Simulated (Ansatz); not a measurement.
Geometry optimisation, Ansatz 0.2.0, RKS B3LYP-D4/def2-SVP.

The input (input.yaml):

```yaml
crystal:
  periodic: [false, false, false]
  atoms:
    - { symbol: Ga, position_ang: [-0.272985, -0.617928, 0.756572] }
    - { symbol: O, position_ang: [0.335204, 1.12618, -1.813709] }
    - { symbol: O, position_ang: [1.266275, -1.216697, 1.400031] }
    - { symbol: O, position_ang: [-1.514142, -1.682757, 0.085862] }
    - { symbol: H, position_ang: [-0.056604, 1.664739, -1.107128] }
    - { symbol: F, position_ang: [-0.582927, 1.129525, 0.937346] }
    - { symbol: H, position_ang: [1.27921, 1.329064, -1.755731] }
    - { symbol: H, position_ang: [1.766123, -0.531, 1.863219] }
    - { symbol: H, position_ang: [-2.220055, -1.201226, -0.366563] }
basis:
  gaussian: { orbitals: def2-SVP }
hamiltonian:
  xc: b3lyp
  dispersion: d4
relax:
  f_tol: 0.03
  max_steps: 50
output:
  orbitals: {}
```

Run as:

```bash
$ ansatz run input.yaml --threads 2 --pin off --max-ram 3072MiB --backend cpu --events-out ev --progress --plain --runs-dir out
```

Where does it end, and by what steps?

The forces met the threshold. After 29 steps the energy has fallen by 0.643 eV; O3 moved furthest, 1.02 Å. Joined: Ga1–O2.

```json
{"step": "0", "energy less start (eV)": "0.0000", "largest force component (eV/Å)": "0.394", "accepted": "yes"}
{"step": "2", "energy less start (eV)": "-0.2520", "largest force component (eV/Å)": "1.072", "accepted": "yes"}
{"step": "4", "energy less start (eV)": "-0.4915", "largest force component (eV/Å)": "0.898", "accepted": "yes"}
{"step": "6", "energy less start (eV)": "-0.5532", "largest force component (eV/Å)": "0.276", "accepted": "yes"}
{"step": "8", "energy less start (eV)": "-0.5709", "largest force component (eV/Å)": "0.218", "accepted": "yes"}
{"step": "10", "energy less start (eV)": "-0.5811", "largest force component (eV/Å)": "0.308", "accepted": "yes"}
{"step": "12", "energy less start (eV)": "-0.5879", "largest force component (eV/Å)": "0.424", "accepted": "yes"}
{"step": "14", "energy less start (eV)": "-0.5969", "largest force component (eV/Å)": "0.200", "accepted": "yes"}
{"step": "16", "energy less start (eV)": "-0.6017", "largest force component (eV/Å)": "0.183", "accepted": "yes"}
{"step": "18", "energy less start (eV)": "-0.5913", "largest force component (eV/Å)": "1.339", "accepted": "no"}
{"step": "20", "energy less start (eV)": "-0.6219", "largest force component (eV/Å)": "0.294", "accepted": "yes"}
{"step": "22", "energy less start (eV)": "-0.6282", "largest force component (eV/Å)": "0.134", "accepted": "yes"}
{"step": "24", "energy less start (eV)": "-0.6358", "largest force component (eV/Å)": "0.434", "accepted": "yes"}
{"step": "26", "energy less start (eV)": "-0.6417", "largest force component (eV/Å)": "0.066", "accepted": "yes"}
{"step": "28", "energy less start (eV)": "-0.6429", "largest force component (eV/Å)": "0.036", "accepted": "yes"}
{"step": "29", "energy less start (eV)": "-0.6430", "largest force component (eV/Å)": "0.007", "accepted": "yes"}
```

```xyz
9
Properties=species:S:1:pos:R:3
Ga -0.317 -0.155 0.406
O 0.430 0.816 -1.302
O 1.400 -0.328 0.925
O -1.305 -1.599 0.044
H 0.177 1.743 -1.148
F -1.141 1.353 0.858
H 1.375 0.748 -1.069
H 1.627 -1.176 1.324
H -2.246 -1.401 -0.038
```

Run time: 49 s on 2 threads of Intel(R) Xeon(R) 6975P-C (Granite Rapids) (shared host), peak memory 0.27 GiB.
